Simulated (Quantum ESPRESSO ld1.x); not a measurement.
Problem. Ce23+, 35 electrons, occupied as [Ar] 3d10 4s2 4p5. All-electron calculation, Dirac Kohn-Sham, relativistic LDA (MacDonald-Vosko exchange, VWN5 correlation), spin-unpolarised, spherical densities, point nucleus; open shells are shared between the two j in proportion to 2j + 1. Program: ld1.x of Quantum ESPRESSO 7.5. Some entries of the table are withheld. Estimate them.

orbital     occ.  eigenvalue (Ry)  <r> (bohr)  <r^2> (bohr^2)
1s1/2          2         -2989.54         (1)       0.0008271
2s1/2          2         -521.167      0.1050         0.01306
2p1/2          2         -495.561     0.08808        0.009559
2p3/2          4         -463.024     0.09424         0.01081
3s1/2          2         -149.043      0.2766         0.08748
3p1/2          2         -138.178      0.2657         0.08198
3p3/2          4         -131.626      0.2774         0.08912
3d3/2          4         -112.690         (2)         0.07193
3d5/2          6         -111.256         (3)         0.07392
4s1/2          2         -62.6314      0.5852          0.3846
4p1/2    1.66667         -58.3219      0.5898          0.3931
4p3/2    3.33333         -56.5048      0.6082          0.4177
4d3/2          0         -49.3158      0.6120          0.4278
4d5/2          0         -48.9387      0.6173          0.4350
5s1/2          0         -34.1630         (4)           1.188

Solution. 
(1) 1s1/2 <r> (bohr): 0.02467
(2) 3d3/2 <r> (bohr): 0.2473
(3) 3d5/2 <r> (bohr): 0.2510
(4) 5s1/2 <r> (bohr): 1.031
